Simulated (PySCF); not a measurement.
**Electron correlation in Sb⁻ (antimony, charge -1)**

[Kr] 4d10 5s2 5p4, high-spin 3P determinant. All numbers are calculated (PySCF 2.14, a scalar-relativistic core potential, in def2-QZVPPD with the def2 core potential (28 electrons)). Frozen: 4s2 4p6 4d10; 6 electrons correlated.

| level | correlation energy (mhartree) |
| --- | --- |
| CCSD | -106.72 |
| (T) | -4.88 |
| CCSD(T) | -111.60 |

Diagnostics: T1 = 0.011, D1 = 0.0306, largest double amplitude 0.047.

Cost of the coupled-cluster step: about 16 core-seconds, for 6 correlated electrons.
